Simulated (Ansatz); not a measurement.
`C=C(N)O` and `C=[C](O)[GaH2]` differ in one atom or group.

Ansatz, PBE0-D4/def2-TZVP geometries, multiplicity 1. Each molecule was computed in one conformer, which needn't be the lowest.

Scalar relativity is left out up to krypton.

| property | `C=C(N)O` |
| --- | --- |
| LUMO energy (PBE0/def2-TZVPP) / eV | 0.88 |
| HOMO–LUMO gap (B3LYP/def2-TZVPP) / eV | 6.15 |
| zero-point energy (PBE0-D4/def2-TZVP) / kJ/mol | 194.1 |
| HOMO–LUMO gap (PBE0/def2-TZVPP) / eV | 6.74 |
| size of the dipole moment (ωB97M-V/def2-TZVPP) / D | 1.07 |
| HOMO energy (PBE0/def2-TZVPP) / eV | -5.86 |

Q: What does the change do to each property? (Estimate.)

A: The calculation gave: 
| property | `C=[C](O)[GaH2]` | shift |
| --- | --- | --- |
| LUMO energy (PBE0/def2-TZVPP) / eV | -1.87 | -2.75 |
| HOMO–LUMO gap (B3LYP/def2-TZVPP) / eV | 4.53 | -1.62 |
| zero-point energy (PBE0-D4/def2-TZVP) / kJ/mol | 157.0 | -37.1 |
| HOMO–LUMO gap (PBE0/def2-TZVPP) / eV | 5.01 | -1.73 |
| size of the dipole moment (ωB97M-V/def2-TZVPP) / D | 1.19 | 0.12 |
| HOMO energy (PBE0/def2-TZVPP) / eV | -6.88 | -1.02 |

With PBE0 the HOMO falls by 1.02 eV and the LUMO falls by 2.75 eV, so the gap narrows by about 1.73 eV. PBE moves the HOMO by -1.08 eV and ωB97M-V by -0.98 eV. Dipoles are sizes alone; their direction can turn.

B3LYP here is the variant with VWN-RPA as its local correlation; programs differ in this.
